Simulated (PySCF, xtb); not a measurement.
CH₆OSi, SMILES C[SiH2]O. The values are those of a single conformer.

Harmonic wavenumbers (cm⁻¹) from GFN2-xTB run with xtb at its own minimum, in rising order: 126, 205, 261, 485, 606, 702, 741, 776, 800, 828, 835, 903, 1383, 1494, 1500, 2217, 2320, 3021, 3032, 3055, 3674.

**Question.** What does B3LYP-D3(BJ)/def2-TZVP (PySCF 2.14.0) give at its own minimum? (The exact figures need the calculation; the answer reports its results.)

**Answer.** 169, 172, 255, 505, 672, 702, 761, 835, 886, 901, 957, 976, 1293, 1457, 1461, 2193, 2244, 3025, 3092, 3103, 3873. Paired by order, the mean absolute difference is 56 cm⁻¹ and the zero-point energies are 41.4 and 42.2 kcal/mol.
